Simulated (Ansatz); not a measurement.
## A relaxation, step by step

CH5GaO, closed shell, PBE0-D4/def2-TZVP (Ansatz 0.2.0). Settings:

```yaml
hamiltonian: {xc: pbe0, dispersion: d4}
relax: {f_tol: 0.005, max_steps: 200}
```

Start, a step off a saddle point along its unstable mode:

```csv
atom,x (Å),y (Å),z (Å)
Ga1,-1.6658,-0.3428,-1.3354
O2,0.0234,-0.7505,-0.1336
C3,0.8817,0.1566,0.6296
H4,-0.0032,-1.0360,-1.0469
H5,-2.5526,0.7981,-0.6091
H6,0.2933,0.7690,1.3295
H7,1.4126,0.8233,-0.0512
H8,1.6106,-0.4177,1.2172
```

| step | energy less the last (meV) | largest force component (eV/Å) |
| --- | --- | --- |
| 1 | 1019.3 | 3.858 |
| 2 | 500.8 | 1.324 |
| 3 | 248.2 | 2.096 |
| 4 | 132.3 | 1.821 |
| 5 | 55.0 | 0.981 |
| 6 | 35.9 | 0.664 |
| 7 | 11.8 | 0.232 |
| 8 | 5.5 | 0.105 |
| 9 (rejected trial) | 14.0 | 0.489 |
| 10 | 4.2 | 0.065 |
| 11 | 2.4 | 0.039 |
| 12 (rejected trial) | 15.9 | 0.555 |
| 13 | 1.9 | 0.017 |
| 14 | 1.8 | 0.017 |
| 15 | 1.2 | 0.078 |
| 16 | 0.7 | 0.035 |
| 17 | 0.4 | 0.013 |
| 18 | 0.2 | 0.042 |
| 19 | 0.1 | 0.013 |
| 20 | 0.0 | 0.001 |
| 21 | 0.0 | 0.005 |
| 22 (rejected trial) | 0.0 | 0.005 |
| 23 | 0.0 | 0.002 |

Step 3, positions (Å) and forces (eV/Å):

```json
{"atom": "Ga1", "x": "-1.847", "y": "-0.339", "z": "-1.422", "Fx": "-0.272", "Fy": "-0.094", "Fz": "-0.329"}
{"atom": "O2", "x": "-0.041", "y": "-0.686", "z": "-0.129", "Fx": "0.590", "Fy": "-0.850", "Fz": "-2.000"}
{"atom": "C3", "x": "0.850", "y": "0.157", "z": "0.594", "Fx": "0.032", "Fy": "-0.035", "Fz": "-0.039"}
{"atom": "H4", "x": "0.324", "y": "-1.044", "z": "-1.010", "Fx": "-0.279", "Fy": "0.711", "Fz": "2.096"}
{"atom": "H5", "x": "-2.468", "y": "0.789", "z": "-0.406", "Fx": "-0.069", "Fy": "0.217", "Fz": "0.242"}
{"atom": "H6", "x": "0.217", "y": "0.811", "z": "1.194", "Fx": "0.100", "Fy": "0.006", "Fz": "0.020"}
{"atom": "H7", "x": "1.479", "y": "0.762", "z": "-0.066", "Fx": "-0.095", "Fy": "-0.023", "Fz": "0.014"}
{"atom": "H8", "x": "1.486", "y": "-0.451", "z": "1.245", "Fx": "-0.008", "Fy": "0.069", "Fz": "-0.005"}
```

Step 4, positions (Å) and forces (eV/Å):

```json
{"atom": "Ga1", "x": "-1.928", "y": "-0.310", "z": "-1.461", "Fx": "-0.194", "Fy": "0.185", "Fz": "0.126"}
{"atom": "O2", "x": "-0.025", "y": "-0.691", "z": "-0.189", "Fx": "1.082", "Fy": "-0.918", "Fz": "-1.821"}
{"atom": "C3", "x": "0.829", "y": "0.155", "z": "0.575", "Fx": "0.021", "Fy": "-0.016", "Fz": "-0.006"}
{"atom": "H4", "x": "0.489", "y": "-1.126", "z": "-0.948", "Fx": "-1.004", "Fy": "0.887", "Fz": "1.793"}
{"atom": "H5", "x": "-2.471", "y": "0.838", "z": "-0.318", "Fx": "0.150", "Fy": "-0.158", "Fz": "-0.111"}
{"atom": "H6", "x": "0.182", "y": "0.808", "z": "1.159", "Fx": "-0.017", "Fy": "-0.020", "Fz": "0.001"}
{"atom": "H7", "x": "1.471", "y": "0.767", "z": "-0.065", "Fx": "-0.037", "Fy": "0.027", "Fz": "-0.005"}
{"atom": "H8", "x": "1.453", "y": "-0.441", "z": "1.246", "Fx": "-0.001", "Fy": "0.013", "Fz": "0.023"}
```

Step 13, positions (Å) and forces (eV/Å):

| atom | x | y | z | Fx | Fy | Fz |
| --- | --- | --- | --- | --- | --- | --- |
| Ga1 | -2.029 | -0.316 | -1.351 | -0.013 | -0.010 | -0.005 |
| O2 | 0.040 | -0.663 | -0.392 | -0.003 | 0.017 | 0.007 |
| C3 | 0.754 | 0.174 | 0.512 | -0.002 | -0.002 | 0.001 |
| H4 | 0.640 | -1.237 | -0.874 | 0.006 | -0.007 | -0.008 |
| H5 | -2.152 | 0.855 | -0.137 | 0.006 | 0.002 | 0.002 |
| H6 | 0.005 | 0.802 | 0.991 | 0.001 | 0.000 | -0.003 |
| H7 | 1.470 | 0.807 | -0.017 | 0.006 | 0.001 | 0.004 |
| H8 | 1.273 | -0.423 | 1.267 | -0.001 | -0.002 | 0.003 |

Last step (23):

```xyz
8
angstrom
Ga -2.0894 -0.4118 -1.2606
O 0.0805 -0.5541 -0.5043
C 0.7638 0.1898 0.4984
H 0.6606 -1.2054 -0.9067
H -2.1714 0.8118 -0.0956
H 0.0345 0.8959 0.8916
H 1.6099 0.7368 0.0737
H 1.1114 -0.4631 1.3035
```

The run took about 68 s on 2 CPU threads of an Arm Neoverse V1 (shared host).
